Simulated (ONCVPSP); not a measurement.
# Pseudopotential generation for In: ONCV, Wu-Cohen, scalar-relativistic.

```json
{
 "Element": "indium",
 "Generator": "ONCVPSP 4.0.1",
 "Type": "optimised norm-conserving Vanderbilt (ONCV)",
 "Functional": "Wu-Cohen",
 "Relativity": "scalar-relativistic",
 "Frozen core": "[Ar] 3d10",
 "Valence charge": "21",
 "Reference configuration": "4s2 4p6 4d10 5s2 5p1",
 "Partial waves": "4s+5s: rc 1.50 bohr, ncon 3, nbas 7, qcut 9.9 1/bohr, 2 projectors; 4p+5p: rc 1.80 bohr, ncon 5, nbas 8, qcut 9 1/bohr, 2 projectors; 4d: rc 1.45 bohr, ncon 4, nbas 8, qcut 9.5 1/bohr, local",
 "Local potential": "the d channel",
 "Core correction": "Teter function, fcfact 4.25, rcfact 1.5"
}
```

Poles of the logarithmic derivatives, all-electron (AE) and pseudo (PS). s: poles at -4.1 (AE) and -4.1 (PS) Ha. p: poles at -2.7, 4.3 (AE) and -2.7, 4.4 (PS) Ha. d: poles at 0.5 (AE) and 0.5 (PS) Ha. Test radii: s 1.52, p 1.83, d 1.47 bohr.

- Cutoffs needed: 35 Ha and 41 Ha (the cutoffs (Ha) at which the residual kinetic energy of the hardest occupied pseudo-wave falls to 1 and 0.1 mHa per electron)
- Ghost test: no bound ghost flagged; GHOST(+) flagged for s at 407.9 eV
- Configuration tests: 1 of 4 tests not solved or not reliable
- rms error of d²Exc/dni dnj: 2.40 mHa without and 1.48 mHa with the model core
